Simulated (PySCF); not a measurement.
A structure optimised at r2SCAN-D4/def2-SVP, used in a PySCF frequency run:

```xyz
12

O     -1.0467     1.5448    -0.5045
Si    -1.3401     0.2209     0.4520
F     -2.1408    -0.9094    -0.4108
Si     0.7955    -0.5799     0.9568
Si     2.1401    -0.0117    -0.8808
H     -1.7953     2.0891    -0.7789
H     -2.2467     0.5643     1.5876
H      1.3107     0.0765     2.2007
H      0.7562    -2.0590     1.1784
H      2.2819     1.4728    -0.9465
H      3.4991    -0.6246    -0.7630
H      1.4990    -0.5030    -2.1373
```
Charge 0, spin multiplicity 1.

Question: Write its SMILES and formula.

Answer: O[Si@@H](F)[SiH2][SiH3], FH7OSi3

Question: What are its rotational constants (standard atomic weights)?

Answer: 3.4085, 1.3046, 1.1685 GHz
